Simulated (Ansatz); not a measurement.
One geometry of HgCl₂, several levels of theory.

```yaml
crystal:
  periodic: [false, false, false]
  atoms:
    - {symbol: Hg, position_ang: [-0.002117, -0.076632, 0.081921]}
    - {symbol: Cl, position_ang: [-2.241472, 1.043872, 0.841623]}
    - {symbol: Cl, position_ang: [2.243599, -0.967240, -0.923544]}
basis:
  gaussian: {orbitals: def2-TZVP, initial_orbitals: start.molden}
magnetization: {spin_polarized: true, initial_magnetization: 2}
hamiltonian: {xc: {name: wB97X-V}}
scf: {omitted_lower_state_checks: [starts]}
output: {orbitals: {seedname: orbitals}}
```

The file start.molden holds the orbitals of an earlier run on this structure, at another level or in another basis.

```sh
$ ansatz run in.yaml --threads 4 --pin off --events-out ev --progress --plain --max-ram 3916MiB
```

Output, abridged:

```
Functional definition: wB97X-V
934 factors; their error is unknown
160 factors; integrals over basis functions are off by at most 6.6e-5 eV
mean field evaluation 1: about -29215.3325 eV, gradient 3.5e0 eV
mean field evaluation 2: about -29215.4536 eV, gradient 1.3e0 eV
mean field evaluation 4: about -29215.5748 eV, gradient 1.9e-1 eV
mean field evaluation 8: about -29215.5793 eV, gradient 8.4e-4 eV
mean field evaluation 16: about -29215.7107 eV, gradient 1.8e-5 eV
mean field -29215.71068622 eV, -1073.6575645987 hartree, gradient 9.1e-6 eV, S^2 2.012317; 0 other end points of the search recorded, 0 dependent functions left out
reference -29215.71068456 eV, -1073.6575645376 hartree; 28, 26 occupied and 89, 91 virtual orbitals, 934 factors
Total energy: -29215.71068456 eV, -1073.6575645376 hartree
Checks for a lower state left out: starts
```

Hardware: 4 threads of Arm Neoverse V2 on a shared host. Wall time 19 s, peak host memory 0.58 GiB.

As the first input, with `hamiltonian: {xc: r2scan, dispersion: d4}` (abridged; 9 s):

```
Functional definition: r2SCAN
mean field evaluation 16: about -29221.4616 eV, gradient 6.7e-6 eV
mean field -29221.46156422 eV, -1073.8689054671 hartree, gradient 6.7e-6 eV, S^2 2.005977
Total energy: -29221.47670464 eV, -1073.8694618671 hartree
Checks for a lower state left out: starts
```

As the first input, with `hamiltonian: {xc: {name: LC-wPBE}}` (abridged; 5 s):

```
Functional definition: LC-wPBE
mean field evaluation 16: about -29214.0522 eV, gradient 1.9e-5 eV
mean field -29214.05222003 eV, -1073.5966170903 hartree, gradient 7.8e-6 eV, S^2 2.016417
Total energy: -29214.05222004 eV, -1073.5966170905 hartree
Checks for a lower state left out: starts
```

As the first input, with `hamiltonian: {xc: pbe}`, `correlation: {method: rpa}` and without the key `output` (abridged; 3.7 s):

```
Functional definition: PBE
mean field -29212.26606625 eV, -1073.5309771496 hartree, gradient 2.8e-6 eV, S^2 2.002507
10 core orbitals not correlated: weight in the atoms' cores, before any rotation towards them, 1.000 or more for the frozen orbitals, at most 0.000 for the correlated occupied ones
Total energy: -29187.78346116 eV, -1072.6312580074 hartree
Checks for a lower state left out: starts
```

Geometry: PBE0-D4/def2-TZVP.

In the def2 sets Hg takes a core potential; there is no spin–orbit coupling. LC-ωPBE has ω = 0.4 bohr⁻¹. Correlated methods freeze 10 core orbitals; core or outer-core shells of Hg are correlated, in sets that lack core-valence functions. At PBE0-D4/def2-TZVP a singlet of charge 0 lies 3.76 eV below the triplet, each at its own geometry. The structure comes from a short search, and lower isomers may exist.
